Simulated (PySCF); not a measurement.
B3LYP has the VWN-RPA correlation part, as in Gaussian. Delta-SCF ions had no search for a lower state. Excitations are Tamm–Dancoff values on a coarser integration grid. The basis has no diffuse functions, so Rydberg states are missing or too high.

Z-matrix (Å, degrees):
```
N
H 1 1.0194
H 1 1.0194 2 107.53
H 1 1.0194 2 107.53 3 115.54
In 1 2.3994 2 111.34 4 122.23
H 5 1.7434 1 96.31 2 58.19
H 5 1.7434 6 118.84 1 -100.80
H 5 1.7435 6 118.79 7 -158.42
```
Charge 0, spin multiplicity 1.

Task: What is the computed vertical ionisation energy (Delta-SCF), HOMO–LUMO gap, HOMO, S1–T1 gap (TDA), S1 oscillator strength, S1 excitation (TDA), total energy and T1 excitation (TDA) (PySCF with B3LYP-D3(BJ)/def2-TZVP // PBE0-D4/def2-SVP)?

Result: 
- vertical ionisation energy (Delta-SCF): 9.54 eV
- HOMO–LUMO gap: 6.24 eV
- HOMO: -7.11 eV
- S1–T1 gap (TDA): 0.20 eV
- S1 oscillator strength: 0.002
- S1 excitation (TDA): 5.38 eV
- total energy: -248.5859 Ha
- T1 excitation (TDA): 5.18 eV
